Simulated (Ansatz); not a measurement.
C6H15FGeO3, SMILES `CC[O][Ge]([F])([O]CC)[O]CC` at its PBE0-D4/def2-TZVP geometry, where that method's forces vanish. The species carries charge 0 and has multiplicity 1.

```xyz
26

C     2.4709   -0.0982   -3.1826
C     2.2409    0.3828   -1.7733
O     1.3912   -0.5520   -1.1132
Ge    0.7896   -0.1885    0.4802
F     2.0960    0.0839    1.5698
O    -0.1295   -1.5856    0.9665
C    -0.7181   -1.6222    2.2641
C    -1.5931   -2.8455    2.3538
O    -0.1132    1.3108    0.5667
C    -1.2910    1.4537   -0.2198
C    -1.8772    2.8171    0.0424
H     2.9357   -1.0858   -3.1775
H     1.5259   -0.1663   -3.7250
H     3.1287    0.5927   -3.7154
H     3.1924    0.4636   -1.2351
H     1.7801    1.3789   -1.7793
H    -1.3098   -0.7147    2.4404
H     0.0682   -1.6557    3.0271
H    -1.0042   -3.7489    2.1855
H    -2.3856   -2.8076    1.6038
H    -2.0531   -2.9098    3.3428
H    -1.0522    1.3391   -1.2849
H    -2.0162    0.6706    0.0366
H    -1.1629    3.5984   -0.2242
H    -2.7854    2.9600   -0.5481
H    -2.1283    2.9289    1.0988
```

(1) What forces (eV/Å) does ωB97M-V/def2-TZVPP give on these atoms in Ansatz? (An estimate is asked.)

Results:

(1) Ansatz gave: 
```
C1   0.040 -0.060 -0.199
C2   0.159  0.270  0.062
O3  -0.133 -0.145  0.072
Ge4 -0.046 -0.014 -0.040
F5   0.058  0.008  0.047
O6   0.066 -0.010 -0.198
C7   0.005  0.165  0.273
C8  -0.124 -0.171  0.024
O9   0.177 -0.002  0.128
C10 -0.176 -0.163 -0.211
C11 -0.090  0.190  0.030
H12 -0.038  0.075  0.008
H13  0.066  0.006  0.048
H14 -0.050 -0.053  0.037
H15 -0.082 -0.010 -0.039
H16  0.026 -0.076  0.007
H17  0.047 -0.062 -0.022
H18 -0.060  0.005 -0.069
H19 -0.038  0.074  0.010
H20  0.063  0.004  0.051
H21  0.033  0.002 -0.075
H22 -0.007  0.004  0.082
H23  0.062  0.052 -0.013
H24 -0.047 -0.064  0.019
H25  0.068 -0.008  0.045
H26  0.023 -0.015 -0.077
```
